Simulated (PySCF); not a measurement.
**State search for GaSb**

Unrestricted PBE0; PySCF, scalar-relativistic core potentials, basis sets Ga def2-SVP, Sb def2-SVP with ECP28. Outer shells of the fragments: Ga 3d10 4s2 4p1; Sb 4d10 5s2 5p3.

Followed along the bond (rough minima from three points):

```csv
2Ms+1,unpaired,⟨S²⟩ at the start,R at minimum (Å),Te (eV)
3,π ↑↑,2.01,2.78,0.00
3,"σ ↑, π ↑",2.01,2.54,0.20
1,π ↑↓,1.01,2.77,0.29
1,"σ ↓, π ↑",1.02,2.53,0.38
1,none,0.00,2.76,1.11
```

Solutions found at the starting distance of 2.570 Å, counted from the lowest of them; the search is not exhaustive and high or unbound solutions are not listed, so other states can lie among these:

```json
{"2Ms+1": "3", "unpaired": "π ↑↑", "term": "³Σ⁻", "E (eV)": "0.00", "⟨S²⟩": "2.01", "⟨Lz²⟩": "0.00", "μ (D)": "-0.35"}
{"2Ms+1": "3", "unpaired": "σ ↑, π ↑", "term": "³Π", "E (eV)": "0.08", "⟨S²⟩": "2.01", "⟨Lz²⟩": "1.01", "μ (D)": "-1.64"}
{"2Ms+1": "1", "unpaired": "σ ↓, π ↑", "term": "mixed", "E (eV)": "0.26", "⟨S²⟩": "1.02", "⟨Lz²⟩": "1.01", "μ (D)": "-1.67"}
{"2Ms+1": "1", "unpaired": "π ↑↓", "term": "mixed", "E (eV)": "0.29", "⟨S²⟩": "1.01", "⟨Lz²⟩": "2.01", "μ (D)": "-0.26"}
{"2Ms+1": "1", "unpaired": "none", "term": "mixed", "E (eV)": "1.10", "⟨S²⟩": "0.00", "⟨Lz²⟩": "2.00", "μ (D)": "0.09"}
{"2Ms+1": "1", "unpaired": "none", "term": "¹Σ⁺", "E (eV)": "1.22", "⟨S²⟩": "0.00", "⟨Lz²⟩": "0.00", "μ (D)": "-2.48"}
```

A term symbol is given only where ⟨S²⟩ and ⟨Lz²⟩ are close to those of a pure state; real π, δ and φ orbitals otherwise mix terms. A positive dipole means Ga(−)Sb(+).

Compare the gap between the two lowest followed solutions at the starting distance with the gap between their minima.

At PBE0 the second solution (triplet, unpaired electrons σ ↑, π ↑) lies +0.08 eV from the first (triplet, unpaired electrons π ↑↑) at 2.570 Å and +0.20 eV at the minima; the two curves relax by different amounts, since their minima lie near 2.54 and 2.78 Å.

Spin–orbit coupling is left out.
